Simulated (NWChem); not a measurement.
System: SiHF, singlet; SMILES F[SiH]

```xyz
3

Si     0.0944     0.5818     0.0000
H     -1.4376     0.7949     0.0000
F      0.0624    -1.0533     0.0000
```
Atoms are numbered in this order, from 1.

All runs: NWChem. Geometry optimised at PBE0/def2-SVP; all other runs use it. Low-valent species are run as closed-shell singlets; no triplet was tried in these runs.

| quantity | level | value |
|---|---|---|
| vertical, lowest state with f > 0.02, singlet (eV) | B3LYP/def2-SVPD, TDA | 3.09 |
| anisotropy (bohr³), static | B3LYP/def2-SVPD | ? |
| dipole in solution (D) in n-hexane | PBE0/def2-SVP, SMD | ? |
| −ε(HOMO) (eV) | PBE/def2-SVP | ? |
| dipole (D) | PBE0/def2-SVP | 1.03 |
| highest harmonic frequency (cm⁻¹) | PBE0/def2-SVP | 1986 |

**Question.** Complete the blanks.

**Answer.** 
- anisotropy (bohr³), static, value: 6.2
- dipole in solution (D) in n-hexane, value: 1.12
- −ε(HOMO) (eV), value: 5.74
